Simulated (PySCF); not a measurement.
B3LYP has the VWN-RPA correlation part, as in Gaussian. 

**C2H4N2, SMILES `NC#CN` (charge 0, multiplicity 1)**

Method: B3LYP-D3(BJ)/def2-TZVP (PySCF).

```yaml
HOMO: -5.76 eV
dipole_moment: 1.25 D
HOMO–LUMO gap: 6.44 eV
LUMO: 0.67 eV
total_energy: -188.1288 Ha
cost: roughly 30 core-seconds
```

```xyz
8

N     -1.2907     0.6929     1.2891
C     -0.4177     0.2086     0.3852
C      0.3541    -0.1796    -0.4569
N      1.1664    -0.6363    -1.4291
H     -0.9197     0.9498     2.1914
H     -2.1863     0.2321     1.3490
H      1.8215    -1.3603    -1.1756
H      1.5625     0.0519    -2.0517
```
